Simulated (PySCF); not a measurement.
One of the candidates below gave these computed data.

* Polarisability: 90.8 au [PBE0/def2-SVPD]
* Rotational structure: rotational constants A, B, C: 3.562, 0.955, 0.757 GHz [GFN2-xTB]
* Triplet: lowest triplet excitation (Tamm–Dancoff): 3.36 eV [TDA PBE0/def2-SVPD]
* UV, strongest line: among the 6 lowest singlet transitions: S2 at 4.89 eV (254 nm, f = 0.206) [TDDFT PBE0/def2-SVPD]
* NMR, other nuclei: isotropic shieldings of nuclei other than C and H, by class: -109 (1 N), -84 (1 O), 152 (1 O), 195 (1 S) ppm [GIAO PBE0/pcSseg-1]
* 1H NMR: chemical shifts (computed TMS as zero) by class: 8.07 (1 H), 7.50 (1 H), 4.16 (3 H) ppm [GIAO PBE0/pcSseg-1]
* Dipole: 1.41 D [PBE0/def2-SVPD]
* 13C NMR: chemical shifts (computed TMS as zero) by class: 168.2 (1 C), 165.6 (1 C), 147.2 (1 C), 136.0 (1 C), 54.5 (1 C) ppm [GIAO PBE0/pcSseg-1]
* UV, first state: lowest singlet excitation: 4.53 eV (273 nm, f = 0.000) [TDDFT PBE0/def2-SVPD]

Electronic properties: PySCF, gas phase, density fitting. Levels stand in brackets. Isolated species at its GFN2-xTB geometry (one conformer only). NMR classes are plain means over equivalent atoms (diastereotopic ones count apart unless rotation or inversion swaps them), as if these changed places fast.

**Question.** Which candidate is it?
A. `C=C(C#N)S(C)(=O)=O`
B. `CC(=O)Oc1ccsn1`
C. `COc1cccc[n+]1[O-]`
D. `COC(=O)c1nccs1`

**Answer.** D. It is `COC(=O)c1nccs1`. Numbering: `[CH3:1][O:2][C:3](=[O:4])[c:5]1[n:6][cH:7][cH:8][s:9]1`. Its formula, C5H5NO2S, gives 4 degrees of unsaturation: 1 ring and 3 π bonds in the structure found (Kekulé form). 5 carbons fall into 5 classes; from least to most shielded: ester carbonyl carbon [C3] (168.2 ppm), substituted aromatic carbon [C5] (165.6 ppm), aromatic CH next to a ring nitrogen [C7] (147.2 ppm), aromatic CH next to a ring sulfur [C8] (136.0 ppm), methoxy carbon [C1] (54.5 ppm). Hydrogen classes from least to most shielded: 1 H on an aromatic CH next to a ring nitrogen, C7 (8.07 ppm), 1 H on an aromatic CH next to a ring sulfur, C8 (7.50 ppm), 3 H on a methoxy carbon, C1 (4.16 ppm). The other shieldings belong to: -109 ppm, pyridine-type nitrogen [N6]; -84 ppm, ester carbonyl oxygen [O4]; 152 ppm, ester single-bonded oxygen [O2]; 195 ppm, thiophene-type sulfur [S9]. S1 is mainly HOMO−1→LUMO (weight 0.98); the largest Löwdin shares of the orbital it empties are 0.41 on the pyridine-type nitrogen, 0.21 on the ester carbonyl oxygen, 0.11 on the thiophene-type sulfur and 0.07 on the substituted aromatic carbon, of the orbital it fills 0.18 on the thiophene-type sulfur, 0.16 on the substituted aromatic carbon, 0.15 on the pyridine-type nitrogen and 0.14 on the aromatic CH next to a ring sulfur. The optimised geometry has point group Cs and is an asymmetric top.

The others, at the same levels:
- `CC(=O)Oc1ccsn1` fails: its computed 13C shifts are 172.7 (1 C), 167.9 (1 C), 159.8 (1 C), 118.9 (1 C), 24.3 (1 C) ppm, 1H shifts are 8.50 (1 H), 8.41 (1 H), 2.39 (3 H) ppm and rotational constant A is 4.546 GHz (against 3.562 GHz).
- `C=C(C#N)S(C)(=O)=O` fails: it has 4 carbons where the 13C data count 5; its computed lowest singlet excitation is 5.14 eV (241 nm, f = 0.001) (against 4.53 eV), lowest triplet excitation (Tamm–Dancoff) is 3.67 eV (against 3.36 eV) and static isotropic polarisability is 78.0 au (against 90.8 au).
- `COc1cccc[n+]1[O-]` fails: it has 7 hydrogens where the 1H data count 5; its computed 13C shifts are 164.1 (1 C), 147.5 (1 C), 128.2 (1 C), 123.0 (1 C), 121.5 (1 C), 61.9 (1 C) ppm, 1H shifts are 8.25 (1 H), 6.96 (1 H), 6.86 (1 H), 6.84 (1 H), 4.88 (3 H) ppm and lowest singlet excitation is 4.21 eV (295 nm, f = 0.053) (against 4.53 eV).

Each candidate is one conformer, not necessarily the lowest. The conformers computed, where there is a choice (atom-mapped SMILES and torsion angles):
- `[CH3:1][O:2][C:3](=[O:4])[c:5]1[n:6][cH:7][cH:8][s:9]1`: C1–O2–C3–O4 0°, O2–C3–C5–N6 0°
- `[CH3:1][C:2](=[O:3])[O:4][c:5]1[cH:6][cH:7][s:8][n:9]1`: C1–C2–O4–C5 180°, C2–O4–C5–C6 -9°
- `[CH2:1]=[C:2]([C:3]#[N:4])[S:5]([CH3:6])(=[O:7])=[O:8]`: C1–C2–S5–C6 -128°
- `[CH3:1][O:2][c:3]1[cH:4][cH:5][cH:6][cH:7][n+:8]1[O-:9]`: C1–O2–C3–C4 180°
